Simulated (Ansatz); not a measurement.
`[Cu][I]` → Cu• + I•  (atomization)

Isolated molecules relaxed with PBE0-D4/def2-TZVP in Ansatz; ΔE leaves out vibrations. CBS: MP2 limit from def2 TZ/QZ plus the TZ coupled-cluster correction, frozen cores. Functionals use def2-TZVPP. B3LYP here is the variant with VWN-RPA as its local correlation; programs differ in this. HSE06 is defined as in plane-wave codes. No spin–orbit coupling; open shells (•) take unrestricted orbitals. Spin–orbit coupling would lower the free atoms: strongly for I. def2 core potentials past Kr. For Cu, I outer-core shells are correlated without core-valence functions, so the limit isn't a true one: a few kJ/mol of doubt a bond, and 10 to 20 or more in all where bonds break to atoms. Scalar relativity is left out up to krypton.

| level | ΔE (eV) | difference from CCSD(T)/CBS |
| --- | --- | --- |
| B3LYP-D4 | 2.86 | -0.37 |
| r2SCANh-D4 | 3.04 | -0.19 |
| BHLYP-D4 | 2.82 | -0.41 |
| CAM-B3LYP-D4 | 2.89 | -0.34 |
| ωB97X-V | 3.08 | -0.15 |
| ωB97M-V | 3.05 | -0.18 |
| PBE-QIDH | 3.10 | -0.13 |
| PBE | 3.03 | -0.20 |
| r2SCAN0 | 2.99 | -0.24 |
| HSE06 | 2.98 | -0.25 |
| BHLYP | 2.74 | -0.49 |
| MP2/def2-SVP | 3.05 | -0.18 |
| CCSD(T)/def2-SVP | 2.91 | -0.32 |
| CCSD(T)/def2-QZVPP | 3.10 | -0.13 |
| MP2/CBS(def2) | 3.43 | 0.20 |
| CCSD/CBS(def2) | 3.13 | -0.10 |
| CCSD(T)/CBS | 3.23 | 0 |

Largest T1 diagnostic among the species: 0.022.

From BLYP to BHLYP (50 % exact exchange), in def2-TZVPP and without D4, ΔE moves by −0.03 eV: exact exchange takes away binding that semilocal exchange gives to molecules. Leaving LDA and LC-ωPBE aside and taking each functional with its dispersion term where it has one, the values spread over 0.27 eV, from BHLYP-D4 to PBE-QIDH. LDA lies +0.57 eV from PBE without D4, its usual overbinding.

For atomizations the MP2-based limit and the directly extrapolated one differ by several kJ/mol either way, and by 10 to 25 for some Ge, Se and Sn compounds, so smaller differences from it don't rank the levels.
